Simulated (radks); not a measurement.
Isoelectronic series with 9 electrons, all held in the configuration [He] 2s2 2p5, which need not be the ground one along the series. Method: non-relativistic Kohn-Sham, TPSS, spin-polarised, spherical densities, point nucleus; open shells are filled with parallel spins first; meta-GGA in the generalised Kohn-Sham scheme; computed with a radial shooting solver on a logarithmic mesh with Libxc functionals. Total energies (hartree) and screening constants sigma, defined by e = -(Z - sigma)^2 / (2 n^2) hartree:

| ion | E (hartree) | 2p down | 2p up | 2s down |
|---|---|---|---|---|
| F | -99.76026 | 7.265 | 7.118 | 6.055 |
| Al4+ | -235.99529 | 6.649 | 6.570 | 5.820 |
| P6+ | -326.66793 | 6.558 | 6.484 | 5.764 |
| Cl8+ | -432.35504 | 6.499 | 6.429 | 5.725 |
| K10+ | -553.05111 | 6.458 | 6.390 | 5.696 |
| Sc12+ | -688.75311 | 6.428 | 6.361 | 5.675 |
| V14+ | -839.45926 | 6.404 | 6.338 | 5.657 |
| Mn16+ | -1005.16844 | 6.385 | 6.321 | 5.643 |
| Co18+ | -1185.87988 | 6.370 | 6.306 | 5.632 |
